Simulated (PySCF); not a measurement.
C₃H₉Ge, SMILES [C](C)([GeH3])C (connectivity only; charge and spin as stated), charge +1, multiplicity 1. Atoms are numbered in the order given.

```xyz
13

C     -1.1510     1.7276    -0.3014
C     -0.9162     0.3265    -0.0318
C     -2.0327    -0.5786     0.1307
Ge     0.9736    -0.3513     0.0532
H     -2.1523     1.9694    -0.6902
H     -1.1228     2.1354     0.7435
H     -0.3378     2.2486    -0.8276
H     -3.0052    -0.0974     0.3160
H     -2.0947    -1.0174    -0.8996
H     -1.8384    -1.4405     0.7857
H      0.9503    -1.6236     0.8944
H      1.2602    -0.5953    -1.4342
H      1.7852     0.8100     0.6250
```
Charge +1, spin multiplicity 1.

Geometry optimised at PBE0-D3(BJ)/def2-SVP. The multiplicity is an assumed one; no other spin state was optimised. The isomer is the one that the SMILES or the coordinates give; other isomers of the formula were not compared.

Method: CAM-B3LYP/def2-TZVP in PySCF.

The molecule is in vacuum.

Estimate the frontier levels, gap, dipole moment and polarisability. (The exact figures need the calculation; the answer reports its results.)


The highest occupied level is -15.73 eV. The lowest empty level comes out as -7.35 eV. The orbital gap comes out as 8.38 eV and the dipole moment about the centre of nuclear charge comes out as 3.91 D. The mean static polarisability is 62.6 bohr³ (9.27 Å³) and the polarisability, principal values is 51.4, 66.1, 70.2 bohr³.
